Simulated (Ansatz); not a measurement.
Start from `B1C[Se]1` and change one element to get `[BH]1[Se][SnH2]1`.

Ansatz, PBE0-D4/def2-TZVP geometries, multiplicity 1. 

Elements past krypton have def2 core potentials. Scalar relativity is left out up to krypton.

```tsv
property	`B1C[Se]1`
HOMO energy (PBE/def2-TZVPP) / eV	-6.16
HOMO–LUMO gap (PBE/def2-TZVPP) / eV	3.85
LUMO energy (B3LYP/def2-TZVPP) / eV	-1.59
HOMO–LUMO gap (B3LYP/def2-TZVPP) / eV	5.38
HOMO energy (PBE0/def2-TZVPP) / eV	-7.20
zero-point energy (PBE0-D4/def2-TZVP) / kJ/mol	101.6
```

(1) What does the change do to each property? (Best estimate.)

## Answers

(1) Computed: 
| property | `[BH]1[Se][SnH2]1` | shift |
| --- | --- | --- |
| HOMO energy (PBE/def2-TZVPP) / eV | -5.85 | 0.31 |
| HOMO–LUMO gap (PBE/def2-TZVPP) / eV | 3.11 | -0.74 |
| LUMO energy (B3LYP/def2-TZVPP) / eV | -2.05 | -0.46 |
| HOMO–LUMO gap (B3LYP/def2-TZVPP) / eV | 4.51 | -0.87 |
| HOMO energy (PBE0/def2-TZVPP) / eV | -6.74 | 0.46 |
| zero-point energy (PBE0-D4/def2-TZVP) / kJ/mol | 68.3 | -33.3 |

With PBE0 the HOMO rises by 0.46 eV and the LUMO falls by 0.47 eV, so the gap narrows by about 0.93 eV. PBE moves the HOMO by 0.31 eV and ωB97M-V by 0.68 eV.

B3LYP here is the variant with VWN-RPA as its local correlation; programs differ in this.

Spin–orbit coupling is left out; it splits and shifts lone-pair levels of the heavy atoms by tenths of an eV.
